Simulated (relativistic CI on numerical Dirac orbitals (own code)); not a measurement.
## One change at a time: Cu6+

Base calculation: Dirac-Coulomb-Breit CI, orbitals from a KLI potential per configuration, model QED, unscaled Slater integrals.

Configurations in the expansion (outside the closed core [Ne]): 3s²3p⁶3d⁵, 3s²3p⁵3d⁶, 3s²3p⁶3d⁴4s, 3s²3p⁶3d⁴4p, 3s3p⁶3d⁶, 3s²3p⁶3d⁴4d, 3s²3p⁶3d⁴5s, 3s²3p⁶3d⁴4f, 3s²3p⁶3d⁴5p, 3s²3p⁶3d⁴5d, 3s²3p⁶3d⁴5f, 3s²3p⁶3d⁴5g, 3s²3p⁶3d³4s4p, 3s²3p⁶3d³4s², 3s²3p⁶3d²4s²4p, 3s²3p⁶3d²4s²4d, 3s²3p⁶3d²4s²5s, 3p⁶3d⁷, 3p⁵3d⁸. Double excitations out of closed p, d and f shells are left out; levels of such configurations are missing from the list, as are those of other unlisted configurations, and high levels can miss mixing partners.

Variants: (1) P86 correlation estimate; (2) only the first 3 configurations; (3) one mean potential for all configurations. Shifts of the energy above 3s²3p⁶3d⁵ ⁶S5/2, in cm⁻¹, for the lowest level and the first level of each name with at least 55 % of one term (blank where a level changes its place among those of its configuration and J or its character, or is not in the variant):

```
           Level     Base  Δ(1)     Δ(2)   Δ(3)  Measured
 3s²3p⁶3d⁵ ⁶S5/2      0.0   0.0      0.0    0.0       0.0
3s²3p⁶3d⁵ ⁴G11/2  50563.4  -1.6   +369.9  -11.9   46442.7
 3s²3p⁶3d⁵ ⁴G5/2  50662.8  -1.6   +376.4   -6.6   46515.3
 3s²3p⁶3d⁵ ⁴G9/2  50695.6  -1.6   +368.8  -12.0   46575.0
 3s²3p⁶3d⁵ ⁴G7/2  50709.4  -1.6   +372.0   -9.7   46578.2
 3s²3p⁶3d⁵ ⁴P5/2  56735.4  +1.9  +1781.6  -13.9   50731.7
 3s²3p⁶3d⁵ ⁴P3/2  57049.0  +1.9  +1777.3  -20.1   51066.6
 3s²3p⁶3d⁵ ⁴P1/2  57383.1  +2.0  +1787.1  -27.8   51406.6
 3s²3p⁶3d⁵ ⁴D7/2  61730.0  +1.7  +1675.7  -24.7   55742.2
 3s²3p⁶3d⁵ ⁴D1/2  62175.7  +1.7  +1679.8  -31.9   56209.9
 3s²3p⁶3d⁵ ⁴D3/2  62394.7  +1.8  +1688.5  -37.9   56428.5
 3s²3p⁶3d⁵ ⁴D5/2  62400.1  +1.8  +1689.5  -38.9   56427.2
3s²3p⁶3d⁵ ²I11/2  73069.4  -5.4   -382.4   +0.6   67757.3
3s²3p⁶3d⁵ ²I13/2  73173.5  -5.4   -393.0   -6.6   67917.9
```

At this charge configurations can still be misplaced by up to about 7 % of their energy. Terms inside the open d or f shell come out 10 to 20 % too wide with unscaled integrals. 54 of the 69 excited levels that our extract of the measured tables holds in this range could be paired (the sources list more); they are missed by 5508 cm⁻¹ on average and 18496 at most, and levels without a partner can miss by more.

Measured levels: measured levels as listed in Gamrath, thesis, University of Mons (2023).

Ionisation energy from the two ground configurations alone: base 138.039 eV; P86 correlation estimate 139.557 eV. The NIST ASD value (semi-empirical) is 139 eV.

LS names give the leading component of a level, which can be under half, so a name can repeat, a term be missing and a line seem to break the LS rules.
